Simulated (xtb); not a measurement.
xtb input:

```bash
xtb mol.xyz --gfn 1 --opt tight --chrg 0 --uhf 0
```
mol.xyz:
```
5

Ti     1.41558236    -0.30940364     0.90678127
I     -0.69393227     0.15167268    -0.44451302
H      2.74833958     0.35168785     0.10557073
H      1.26551049     0.39517971     2.43526510
H      1.62174865    -1.97863958     1.06916633
```

**Question.** What final total energy does it print?

**Answer.** -6.91767 Eh (GFN1-xTB).
